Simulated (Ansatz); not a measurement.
A nudged elastic band was laid between two geometries of ClH3Si + H4OSi (11 atoms, charge 0, multiplicity 1).

Computed with Ansatz, RKS PBE-D4/def2-SVP.

```json
{
 "movable images": "5",
 "climbing image": "yes",
 "spring": "5.0 eV/Å²",
 "optimiser": "quadratic models (default)",
 "start path": "through a guess of the saddle point",
 "force threshold": "0.05 eV/Å",
 "iteration limit": "60",
 "end points": "relaxed"
}
```

Initial state:

```xyz
11
Properties=species:S:1:pos:R:3
Si -0.032 0.485 -0.254
H -0.585 0.550 1.137
H 1.433 0.181 -0.274
H -0.273 1.810 -0.923
Cl -1.084 -0.927 -1.381
O 0.566 -2.045 1.282
Si 0.047 -3.542 0.682
H 0.684 -3.695 -0.664
H 0.519 -4.652 1.592
H -1.452 -3.641 0.576
H 0.318 -1.873 2.207
```

Final state:

```xyz
11
Properties=species:S:1:pos:R:3
Si -0.060 -0.291 -0.670
H 0.824 -0.374 3.355
H 1.308 0.316 -0.699
H -1.111 0.702 -0.288
Cl -0.493 -0.996 -2.583
O -0.092 -1.562 0.401
Si -0.187 -3.245 0.424
H 0.905 -3.846 -0.416
H -0.021 -3.663 1.854
H -1.523 -3.700 -0.090
H 0.591 -0.688 2.692
```

Task: Which bonds break or form, and what moves?

Result: Bonds broken: Si1–H2, O6–H11. Bonds formed: Si1–O6, H2–H11. ClH3Si + H4OSi becomes ClH5OSi2 + H2.

Task: What energy profile does the band end with?

Result: It converged. The highest image is number 3 of 0 to 6, 101.4 kJ/mol above the first end and 172.4 kJ/mol above the last; the last end lies 71.1 kJ/mol below the first. Neighbouring images differ by up to 1.6 eV, so the band resolves the path poorly. A vibrational analysis at the climbing image gives one clearly imaginary mode, 1023i cm⁻¹: a first-order saddle point. The orbitals stay closed-shell, which can raise the energy where a bond breaks towards radicals; this wasn't checked here.

```
image  path coordinate (Å)  energy (kJ/mol)  Si1–H2 (Å)  O6–H11 (Å)  Si1–O6 (Å)
    0                 0.00              0.0        1.50        0.97        3.02
    1                 1.08              9.2        1.50        0.97        2.78
    2                 2.17             59.5        1.53        0.98        2.18
    3                 3.25            101.4        1.72        1.11        1.85
    4                 4.32            -49.9        2.55        1.97        1.67
    5                 5.39            -70.7        3.57        2.57        1.66
    6                 6.46            -71.1        4.12        2.55        1.66
```

Task: What is the geometry of the highest image?

Result: 
```xyz
11
Properties=species:S:1:pos:R:3:forces:R:3
Si 0.111 -0.100 -0.013 0.00 0.00 0.00
H 0.510 0.214 1.634 0.00 0.00 0.00
H 1.419 0.463 -0.472 0.00 0.00 0.00
H -1.083 0.797 0.068 0.00 0.00 0.00
Cl -0.425 -1.204 -1.823 0.00 0.00 0.00
O 0.097 -1.700 0.908 0.00 0.00 0.00
Si -0.171 -3.380 0.527 0.00 0.00 0.00
H 0.854 -3.839 -0.458 0.00 0.00 0.00
H 0.030 -4.052 1.853 0.00 0.00 0.00
H -1.573 -3.566 0.047 0.00 0.00 0.00
H 0.371 -0.982 1.711 0.00 0.00 0.00
```

The run took 6.8 min on 2 threads of Arm Neoverse V1, with other jobs on the host, peak memory 0.15 GiB.
